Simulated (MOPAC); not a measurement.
MOPAC input (AM1):

```
AM1 PRECISE GNORM=0.05 LET XYZ CHARGE=-1 GEO-OK AUX(PRECISION=9) THREADS=1
HClFSi

Si   -0.78938600 1   -0.50066100 1   -0.22796900 1
F    -1.35647200 1    1.07059600 1   -0.03395900 1
Cl    1.42786300 1   -0.09936500 1    0.13243300 1
H    -1.01401000 1   -0.93690900 1    1.24582900 1
```

Output:

```
 *******************************************************************************
 **                                                                           **
 **                              MOPAC v23.2.5                                **
 **                                                                           **
 *******************************************************************************
 ** MOPAC's Digital Object Identifier: https://doi.org/10.5281/zenodo.6511958 **
 **                                                                           **
 ** Please cite the open-source release paper for use of this MOPAC version:  **
 ** J. E. Moussa and J. J. P. Stewart (2026)                                  **
 ** MOPAC: An open-source semiempirical molecular orbital program             **
 ** J. Open Source Softw., 11(119), 8025, https://doi.org/10.21105/joss.08025 **
 *******************************************************************************

                              AM1 CALCULATION RESULTS

 *******************************************************************************
 *  AM1        - The AM1 Hamiltonian to be used
 *  GEO-OK     - OVERRIDE INTERATOMIC DISTANCE AND OTHER SAFETY CHECKS
 *
 *
 *
 *                 CHARGE ON SYSTEM = -1
 *
 *
 *
 *  LET        - OVERRIDE SOME SAFETY CHECKS
 *  PRECISE    - TIGHTER CRITERIA TO BE USED
 *  XYZ        - CARTESIAN COORDINATE SYSTEM TO BE USED
 *  GNORM      - EXIT WHEN GRADIENT NORM DROPS BELOW 0.050
 *  AUX        - OUTPUT AUXILIARY INFORMATION
 *******************************************************************************
AM1 PRECISE GNORM=0.05 LET XYZ CHARGE=-1 GEO-OK AUX(PRECISION=9) THREADS=1
 HClFSi

   ATOM   CHEMICAL          X               Y               Z
  NUMBER   SYMBOL      (ANGSTROMS)     (ANGSTROMS)     (ANGSTROMS)

     1      Si         -0.78938600  *  -0.50066100  *  -0.22796900  *
     2       F         -1.35647200  *   1.07059600  *  -0.03395900  *
     3      Cl          1.42786300  *  -0.09936500  *   0.13243300  *
     4       H         -1.01401000  *  -0.93690900  *   1.24582900  *

          CARTESIAN COORDINATES

    NO.       ATOM           X           Y           Z

     1        Si         -0.7894     -0.5007     -0.2280
     2         F         -1.3565      1.0706     -0.0340
     3        Cl          1.4279     -0.0994      0.1324
     4         H         -1.0140     -0.9369      1.2458

  H: (AM1): M.J.S. DEWAR ET AL, J. AM. CHEM. SOC. 107 3902-3909 (1985)
  F: (AM1): M.J.S. DEWAR AND E. G. ZOEBISCH, THEOCHEM, 180, 1 (1988).
 Si: (AM1): M.J.S.DEWAR, C. JIE, ORGANOMETALLICS, 6, 1486-1490 (1987).
 Cl: (AM1): M.J.S. DEWAR AND E. G. ZOEBISCH, THEOCHEM, 180, 1 (1988).

           Empirical Formula: H Si F Cl  =     4 atoms

      MOLECULAR POINT GROUP   :   C1

      RHF CALCULATION, NO. OF DOUBLY OCCUPIED LEVELS = 10

          Geometry optimization using EF

          DIAGONAL MATRIX USED AS START HESSIAN

 CYCLE:     1  GRAD.:    78.704 HEAT: -145.0426
 CYCLE:     2  GRAD.:   559.873 HEAT: -114.7888
 CYCLE:     3  GRAD.:    63.733 HEAT: -146.8766
 CYCLE:     4  GRAD.:    68.751 HEAT: -145.3530
 CYCLE:     5  GRAD.:    17.962 HEAT: -148.9344
 CYCLE:     6  GRAD.:     5.955 HEAT: -149.1354
 CYCLE:     7  GRAD.:     2.145 HEAT: -149.1769
 CYCLE:     8  GRAD.:     2.059 HEAT: -149.1944
 CYCLE:     9  GRAD.:     1.209 HEAT: -149.1970
 CYCLE:    10  GRAD.:     0.220 HEAT: -149.1981
 CYCLE:    11  GRAD.:     0.201 HEAT: -149.1982
 CYCLE:    12  GRAD.:     0.118 HEAT: -149.1983
 CYCLE:    13  GRAD.:     0.024 HEAT: -149.1983

     GRADIENT =  0.02375 IS LESS THAN CUTOFF =  0.05000

 -------------------------------------------------------------------------------
 AM1 PRECISE GNORM=0.05 LET XYZ CHARGE=-1 GEO-OK AUX(PRECISION=9) THREADS=1
 HClFSi

     GEOMETRY OPTIMISED USING EIGENVECTOR FOLLOWING (EF).
     SCF FIELD WAS ACHIEVED

                              AM1 CALCULATION
                                                       MOPAC v23.2.5 Linux

          FINAL HEAT OF FORMATION =       -149.19826 KCAL/MOL =    -624.24551 KJ/MOL

          COSMO AREA              =        102.57 SQUARE ANGSTROMS
          COSMO VOLUME            =         90.13 CUBIC ANGSTROMS

          GRADIENT NORM           =          0.02375          =       0.01188 PER ATOM
          IONIZATION POTENTIAL    =          1.808794 EV
          HOMO LUMO ENERGIES (EV) =         -1.809  5.793
          NO. OF FILLED LEVELS    =         10
          MOLECULAR WEIGHT        =         83.5448         POINT GROUP:  C1

          MOLECULAR DIMENSIONS (Angstroms)

            Atom       Atom       Distance
           Cl     3    F     2     3.07218
            F     2    H     4     2.19071
           Si     1    F     2     0.71105

          SCF CALCULATIONS        =         14

   ATOM   CHEMICAL          X               Y               Z
  NUMBER   SYMBOL      (ANGSTROMS)     (ANGSTROMS)     (ANGSTROMS)

     1      Si         -0.74459353  *  -0.43993739  *  -0.14619353  *
     2       F         -1.39904291  *   1.06051806  *  -0.08197691  *
     3      Cl          1.43077010  *  -0.11946623  *   0.11310877  *
     4       H         -1.08287469  *  -1.09448268  *   1.13723940  *

                             CARTESIAN COORDINATES

   1   Si       -0.744593530    -0.439937385    -0.146193531
   2    F       -1.399042907     1.060518057    -0.081976914
   3   Cl        1.430770098    -0.119466234     0.113108767
   4    H       -1.082874688    -1.094482684     1.137239402

           Empirical Formula: H Si F Cl  =     4 atoms

      MOLECULAR POINT GROUP   :   C1

                  EIGENVALUES
 -41.75457 -30.18947 -11.09705  -9.71756  -9.56157  -8.12319  -7.01404  -6.75586
  -5.94343  -1.80879   5.79284   7.34160   8.39178

              NET ATOMIC CHARGES AND DIPOLE CONTRIBUTIONS

  ATOM NO.   TYPE          CHARGE      No. of ELECS.   s-Pop       p-Pop
    1         Si           0.299468        3.7005     1.16702     2.53351
    2          F          -0.471838        7.4718     1.88233     5.58951
    3         Cl          -0.523298        7.5233     1.98313     5.54017
    4          H          -0.304332        1.3043     1.30433
 DIPOLE           X         Y         Z       TOTAL
 POINT-CHG.     0.209    -0.995    -2.000     2.244
 HYBRID         0.687     2.157     2.921     3.696
 SUM            0.897     1.162     0.920     1.733

          ATOMIC ORBITAL ELECTRON POPULATIONS

     Atom    s        px        py        pz
    1 Si   1.16702   0.52177   0.73982   1.27192
    2  F   1.88233   1.88054   1.73350   1.97546
    3 Cl   1.98313   1.58332   1.97308   1.98377
    4  H   1.30433

 **********************
 *                    *
 * JOB ENDED NORMALLY *
 *                    *
 **********************

 == MOPAC DONE ==
```

The dipole moment of an ion depends on the origin.

The geometry given is a B3LYP-D3(BJ)/def2-TZVP minimum.
